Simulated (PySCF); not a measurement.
Level of theory: PBE0-D4/def2-TZVP (PySCF). Isolated molecules, 0 K electronic values unless said otherwise. One relaxed conformer stands for a flexible species; it need not be the lowest. Delta-SCF ions had no search for a lower state. Excitations are Tamm–Dancoff values on a coarser integration grid. The basis has no diffuse functions, so Rydberg states are missing or too high.

Reference species (SMILES): `C=C(N)C(B)=C` (neutral, multiplicity 1).

- S1 excitation (TDA) = 3.38 eV
- LUMO = -1.99 eV
- vertical ionisation energy (Delta-SCF) = 8.10 eV

Changed species: `C(/N)(C=C)=C/B`.

### Question
What does the change do to the S1 excitation (TDA), LUMO and vertical ionisation energy (Delta-SCF)?

### Answer
the S1 excitation (TDA) goes up by 0.91 eV, to 4.29 eV; the LUMO stays essentially unchanged; the vertical ionisation energy (Delta-SCF) rises by 0.27 eV, to 8.37 eV.
